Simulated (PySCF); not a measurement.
Gas-phase equilibrium of 1 mol GeCl4, 19 mol H2 at 2000 K and 0.0100 bar, among 17 species (GeH4, Ge2H6, GeH3Cl, HCl, GeCl3, H, H2, Ge3H8, GeHCl3, GeH3, GeCl4, Cl, Cl2, GeCl2, GeHCl, GeH2, GeH2Cl2). Only gases are allowed; each row takes one source of thermochemistry for all species, and Cantera finds the minimum.

Energies from PySCF, thermal terms from the rigid-rotor harmonic-oscillator model, ideal gas at 1 bar. † marks an energy on the PBE0/def2-TZVP geometry and frequencies; other levels use their own. MP2 freezes the core. 6-31G* has spherical d functions here. Open shells (unrestricted) among the columns below: H (multiplicity 2), Cl (multiplicity 2, electronic degeneracy 6); the rest are closed-shell singlets. Spin-orbit splitting is ignored; it lowers the true energy and changes the entropy of Cl. B3LYP is the form with VWN-RPA correlation. Ge: all electrons, no relativistic terms. GeHCl: computed as isolated molecules; such fragments, hydroxides, amides, oligomers or adducts are transient or little studied in the gas. MP2 isn't extrapolated to the basis-set limit. The harmonic model lacks anharmonicity and excited electronic states, which grow with temperature; levels with a mode under 35 cm⁻¹ are left out.

Molecules larger than those listed are left out, and so are free Ge atoms, whose spin-orbit terms are large.

With B3LYP/6-31G* thermochemistry: H2 0.84, HCl 0.088, GeCl2 0.046, H 0.015, Cl 0.0071, GeHCl 0.0011.

**Question.** How far does the composition move with the other sources (B3LYP/def2-TZVP†, BLYP/def2-TZVP†, M06-2X/def2-TZVP†, MP2/def2-TZVPP†, ωB97X-V/def2-TZVP†)?

**Answer.** 
```csv
thermochemistry,x H2,x HCl,x GeCl2,x H,x Cl,x GeHCl
B3LYP/6-31G*,0.84,0.088,0.046,0.015,0.0071,0.0011
B3LYP/def2-TZVP†,0.84,0.094,0.045,0.015,0.0028,0.0020
BLYP/def2-TZVP†,0.84,0.093,0.046,0.016,0.0030,0.0014
M06-2X/def2-TZVP†,0.84,0.094,0.046,0.019,0.0018,0.0012
MP2/def2-TZVPP†,0.82,0.094,0.045,0.033,0.00099,0.0017
ωB97X-V/def2-TZVP†,0.84,0.095,0.045,0.020,0.0016,0.0023
```
The most sensitive of these is Cl: it spans a factor of 10^0.9 over these rows; at this temperature one factor of ten is RT ln 10 = 38 kJ/mol.
